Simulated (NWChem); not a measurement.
Species: C$_{2}$Cl$_{3}$ cation

```xyz
5

Cl    -0.6216    -2.3308     0.0000
C     -0.2442    -0.8145     0.0000
C      0.0726     0.4587     0.0000
Cl     1.7092     0.8803     0.0000
Cl    -1.1768     1.5970     0.0000
```
Atoms are numbered in this order, from 1.

Program: NWChem. All runs use the structure optimised with PBE0/def2-SVP. GIAO values for the isolated, static molecule; σ is the absolute isotropic shielding, δ = σ(reference) − σ with the isolated reference molecule computed at the same levels (13C: tetramethylsilane).

### Question
Order these by “σ Cl4 (ppm)”, lowest first: BHandHLYP/pcSseg-1; PBE/pcSseg-1; LDA (Slater exchange, VWN5)/pcSseg-1; KT2/pcSseg-1.

### Answer
LDA (Slater exchange, VWN5)/pcSseg-1 (487.0), PBE/pcSseg-1 (515.1), KT2/pcSseg-1 (546.3), BHandHLYP/pcSseg-1 (735.5)
